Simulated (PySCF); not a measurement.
Cartesian coordinates in Å; atom numbers follow the order of the lines, from 1:
```xyz
12

Si    0.7602    0.3064    0.3067
H     0.6233    0.3039    1.7981
H     2.2172    0.2092   -0.0294
C     0.0663    1.8965   -0.4187
H     0.6162    2.7741   -0.0460
H    -0.9954    2.0134   -0.1519
H     0.1449    1.8897   -1.5171
C    -0.1453   -1.1919   -0.3579
C    -0.8186   -2.0552    0.4119
H    -0.1349   -1.3720   -1.4421
H    -0.8707   -1.9364    1.5005
H    -1.3478   -2.9207   -0.0031
```

Geometry: PBE0-D3(BJ)/def2-SVP; GIAO absolute shieldings from PySCF 2.14, gas phase, non-relativistic, averaged over equivalent atoms.

At PBE0/pcSseg-1 (115 basis functions, 14 s wall time on 1 thread of an Arm Neoverse V1, shared host):
```
   atoms  σ (ppm)
     Si1    387.6
     H10    24.91
 H11/H12    24.98
   H2/H3    26.94
H5/H6/H7    31.02
      C9     39.5
      C8     41.5
      C4    189.7
```

Problem. Estimate the result of repeating the calculation with wB97X-D/pcSseg-1.

Solution. 
| atoms | σ at wB97X-D/pcSseg-1 | change |
| --- | --- | --- |
| Si1 | 388.7 | +1.1 |
| H10 | 25.08 | +0.17 |
| H11/H12 | 25.12 | +0.14 |
| H2/H3 | 27.10 | +0.16 |
| H5/H6/H7 | 31.14 | +0.12 |
| C9 | 38.7 | -0.8 |
| C8 | 41.8 | +0.3 |
| C4 | 189.7 | +0.0 |

The largest change is at Si1 (silicon bonded to 2 C, 2 H). Cost: 115 basis functions, 11 s wall time on 1 thread of an Arm Neoverse V1, shared host. The order of the carbon signals is the same at both levels.
